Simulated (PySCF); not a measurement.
Match the calculated data to a structure.

All candidates are C2H13NSSi4.

- Dipole: 2.01 D [PBE0/pcSseg-1]
- Rotational structure: rotational constants A, B, C: 0.936, 0.698, 0.476 GHz [GFN2-xTB]
- 1H NMR: chemical shifts (computed TMS as zero) by class: 5.30 (1 H), 5.03 (1 H), 4.99 (1 H), 3.71 (3 H), 3.31 (1 H), 2.81 (3 H), 2.77 (1 H), 2.28 (1 H), -0.15 (1 H) ppm [GIAO PBE0/pcSseg-1]
- NMR, other nuclei: isotropic shieldings of nuclei other than C and H, by class: 248 (1 N), 358 (1 Si), 381 (1 Si), 465 (1 Si), 490 (1 Si), 752 (1 S) ppm [GIAO PBE0/pcSseg-1]
- 13C NMR: chemical shifts (computed TMS as zero) by class: 51.5 (1 C), 45.4 (1 C) ppm [GIAO PBE0/pcSseg-1]

The electronic properties come from PySCF, for the isolated species, density fitting. Levels stand in brackets. The structure is a single GFN2-xTB conformer in the gas phase; no vibrational or solvent corrections. GFN2-xTB frequencies show an imaginary mode (22i cm⁻¹), so this geometry is no minimum at that level. NMR classes are plain means over equivalent atoms (diastereotopic ones count apart unless rotation or inversion swaps them), as if these changed places fast.

**Question.** Which candidate is it?
A. `C[SiH2][Si@@]1([SiH3])CN[SiH2]S1`
B. `C=C[SiH2]N([SiH3])[SiH2]S[SiH3]`
C. `CN[Si@@H]1[SiH2][SiH2]S[Si@H]1C`
D. `C[SiH2]S[Si@@H]1NC[Si@@H]1[SiH3]`
E. `CN1C[Si@@H](S)[Si@@H]([SiH3])[SiH2]1`

**Answer.** E. It is `CN1C[Si@@H](S)[Si@@H]([SiH3])[SiH2]1`. Numbering: `[CH3:1][N:2]1[CH2:3][Si@@H:4]([SH:5])[Si@@H:6]([SiH3:7])[SiH2:8]1`. Its formula, C2H13NSSi4, gives 1 degree of unsaturation: 1 ring and 0 π bonds in the structure found. 2 carbons fall into 2 classes; from least to most shielded: ring sp3 carbon bound to nitrogen [C3] (51.5 ppm), N-methyl carbon [C1] (45.4 ppm). Hydrogen classes from least to most shielded: 1 H on an SiH silicon, Si4 (5.30 ppm), 1 H on an SiH2 silicon, Si8 (5.03 ppm), 1 H on an SiH2 silicon, Si8 (4.99 ppm), 3 H on an SiH3 silicon, Si7 (3.71 ppm), 1 H on an SiH silicon, Si6 (3.31 ppm), 3 H on an N-methyl carbon, C1 (2.81 ppm), 1 H on an sp3 carbon bound to nitrogen, C3 (2.77 ppm), 1 H on an sp3 carbon bound to nitrogen, C3 (2.28 ppm), 1 H on a sulfur bonded to Si and H, S5 (-0.15 ppm). The other shieldings belong to: 248 ppm, silicon-bound nitrogen [N2]; 358 ppm, SiH silicon [Si4]; 381 ppm, SiH2 silicon [Si8]; 465 ppm, SiH3 silicon [Si7]; 490 ppm, SiH silicon [Si6]; 752 ppm, sulfur bonded to Si and H [S5]. The optimised geometry has point group C1 and is an asymmetric top.

The others, at the same levels:
- `C[SiH2][Si@@]1([SiH3])CN[SiH2]S1` fails: its computed 13C shifts are 38.4 (1 C), -9.5 (1 C) ppm, 1H shifts are 5.52 (1 H), 5.44 (1 H), 4.05 (1 H), 4.04 (1 H), 3.62 (3 H), 3.21 (1 H), 3.05 (1 H), 0.45 (3 H), 0.19 (1 H) ppm and rotational constant A is 1.025 GHz (against 0.936 GHz).
- `C=C[SiH2]N([SiH3])[SiH2]S[SiH3]` fails: its computed 13C shifts are 147.2 (1 C), 141.2 (1 C) ppm, 1H shifts are 6.80 (1 H), 6.66 (1 H), 6.60 (1 H), 5.45 (2 H), 5.04 (2 H), 4.89 (3 H), 4.69 (3 H) ppm and smallest rotational constant is 0.581 GHz (against 0.476 GHz).
- `C[SiH2]S[Si@@H]1NC[Si@@H]1[SiH3]` fails: its computed 13C shifts are 35.0 (1 C), -4.0 (1 C) ppm, 1H shifts are 6.47 (1 H), 5.17 (1 H), 4.92 (1 H), 4.71 (1 H), 3.76 (3 H), 3.46 (1 H), 3.14 (1 H), 0.75 (1 H), 0.46 (3 H) ppm and rotational constant A is 1.127 GHz (against 0.936 GHz).
- `CN[Si@@H]1[SiH2][SiH2]S[Si@H]1C` fails: its computed 13C shifts are 36.5 (1 C), -0.4 (1 C) ppm, 1H shifts are 5.29 (1 H), 5.18 (1 H), 5.04 (1 H), 5.00 (1 H), 3.34 (1 H), 3.18 (1 H), 2.75 (3 H), 0.61 (3 H), -0.83 (1 H) ppm and rotational constant A is 1.006 GHz (against 0.936 GHz).

Each candidate is one conformer, not necessarily the lowest. The conformers computed, where there is a choice (atom-mapped SMILES and torsion angles):
- `[CH2:1]=[CH:2][SiH2:3][N:4]([SiH3:5])[SiH2:6][S:7][SiH3:8]`: C1–C2–Si3–N4 102°, C2–Si3–N4–Si5 77°, Si3–N4–Si6–S7 66°, N4–Si6–S7–Si8 56°
- `[CH3:1][SiH2:2][S:3][Si@@H:4]1[NH:5][CH2:6][Si@@H:7]1[SiH3:8]`: C1–Si2–S3–Si4 177°, Si2–S3–Si4–N5 30°

The conformers of `CN1C[Si@@H](S)[Si@@H]([SiH3])[SiH2]1`, `C[SiH2][Si@@]1([SiH3])CN[SiH2]S1` and `CN[Si@@H]1[SiH2][SiH2]S[Si@H]1C` aren't listed.
